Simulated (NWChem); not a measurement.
Species: C3HCl2F; SMILES FC=C=C(Cl)Cl

All runs: NWChem. Coordinates come from a PBE0/def2-SVP optimisation. Total energies of different functionals are on different scales.

```json
[
 {"level": "B3LYP/def2-SVP", "energy (Ha)": "-1134.6468", "highest occupied level (eV)": "-7.43", "orbital gap (eV)": "6.37", "dipole (D)": "1.20"},
 {"level": "PBE/def2-SVP", "energy (Ha)": "-1134.0172", "highest occupied level (eV)": "-6.45", "orbital gap (eV)": "4.66", "dipole (D)": "1.10"},
 {"level": "PBE0/def2-SVP", "energy (Ha)": "-1134.0892", "highest occupied level (eV)": "-7.76", "orbital gap (eV)": "6.80", "dipole (D)": "1.28"},
 {"level": "TPSS/def2-SVP", "energy (Ha)": "-1134.6962", "highest occupied level (eV)": "-6.58", "orbital gap (eV)": "4.86", "dipole (D)": "1.22"},
 {"level": "B97-2/def2-SVP", "energy (Ha)": "-1134.6243", "highest occupied level (eV)": "-7.54", "orbital gap (eV)": "6.51", "dipole (D)": "1.29"},
 {"level": "LRC-wPBEh/def2-SVP", "energy (Ha)": "-1134.1192", "highest occupied level (eV)": "___", "orbital gap (eV)": "___", "dipole (D)": "1.33"},
 {"level": "RPBE/def2-SVP", "energy (Ha)": "-1134.5340", "highest occupied level (eV)": "-6.40", "orbital gap (eV)": "4.68", "dipole (D)": "1.10"}
]
```

Fill in the missing entries.


- LRC-wPBEh/def2-SVP, highest occupied level (eV): -9.60
- LRC-wPBEh/def2-SVP, orbital gap (eV): 10.32
